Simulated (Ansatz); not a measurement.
Geometry optimisation, RKS B3LYP/def2-SVP (Ansatz 0.2.0).

input.yaml

```yaml
crystal:
  periodic: [false, false, false]
  atoms:
    - { symbol: O, position_ang: [-0.74044, 1.34866, -0.03638] }
    - { symbol: C, position_ang: [0.19068, 0.36421, 0.29995] }
    - { symbol: B, position_ang: [0.35409, -0.95697, -0.11166] }
    - { symbol: Cl, position_ang: [0.67355, -2.52737, -0.50099] }
    - { symbol: H, position_ang: [-1.36602, 0.99486, -0.67358] }
    - { symbol: H, position_ang: [0.88814, 0.77661, 1.02266] }
basis:
  gaussian: { orbitals: def2-SVP }
hamiltonian:
  xc: b3lyp
relax:
  f_tol: 0.015
  max_steps: 40
```

Command:

```bash
$ ansatz run input.yaml --threads 1 --pin off --max-ram 2048MiB --backend cpu --events-out ev --progress --plain --runs-dir out
```

Problem. Where does it end, and by what steps?

Solution. The run converged. After 6 steps the energy has fallen by 0.060 eV; Cl4 moved furthest, 0.04 Å.

```
step  energy less start (eV)  largest force component (eV/Å)  accepted
   0                  0.0000                           1.554       yes
   1                 -0.0405                           0.830       yes
   2                 -0.0593                           0.073       yes
   3                 -0.0598                           0.059       yes
   4                 -0.0598                           0.065       yes
   5                 -0.0597                           0.062        no
   6                 -0.0602                           0.008       yes
```

```xyz
6
Properties=species:S:1:pos:R:3
O -0.747 1.361 -0.035
C 0.168 0.386 0.292
B 0.362 -0.946 -0.101
Cl 0.691 -2.566 -0.503
H -1.376 1.011 -0.677
H 0.902 0.755 1.024
```

Whether the end is a true minimum wasn't checked by a vibrational analysis.

Time of the run: 18 s on 1 thread of Arm Neoverse V1, with other jobs on the host, peak memory 0.15 GiB.
